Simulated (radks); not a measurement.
Values are calculated unless marked as measured or tabulated.
W X, configuration [Kr] 4d10 4f14 5s2 5p3. Code: a radial shooting solver on a logarithmic mesh with Libxc functionals. Model: scalar-relativistic Kohn-Sham, BLYP, spin-polarised, spherical densities, finite nucleus; open shells are filled with parallel spins first (spin-orbit coupling, left out, can overturn this in heavy ions); Fermi nuclear charge, rms radius 5.3658 fm.

Unscreened Slater integrals over Kohn-Sham orbitals (eV). They are taken over the spin-up orbitals.

F0(4f,4f): 42.415
F2(4f,4f): 20.675
F4(4f,4f): 13.076
F6(4f,4f): 9.4366
F0(4f,5p): 26.081
F2(4f,5p): 8.7686
G2(4f,5p): 3.7741
G4(4f,5p): 3.1253
F0(4f,5s): 28.462
G3(4f,5s): 4.5076
F0(4f,4d): 44.821
F2(4f,4d): 21.882
F4(4f,4d): 14.056
G1(4f,4d): 25.440
G3(4f,4d): 16.207
G5(4f,4d): 11.522
F0(5p,5p): 21.610
F2(5p,5p): 11.824
F0(5p,5s): 22.713
G1(5p,5s): 15.415
F0(5p,4d): 26.688
F2(5p,4d): 7.9895
G1(5p,4d): 2.2585
G3(5p,4d): 2.2372
F0(5s,5s): 24.085
F0(5s,4d): 29.242
G2(5s,4d): 3.1865
F0(4d,4d): 47.956
F2(4d,4d): 24.372
F4(4d,4d): 16.327

Derived for the open shells (J is the average intra-shell exchange parameter used in DFT+U). 5p: J = F2/5 = 2.365 eV.
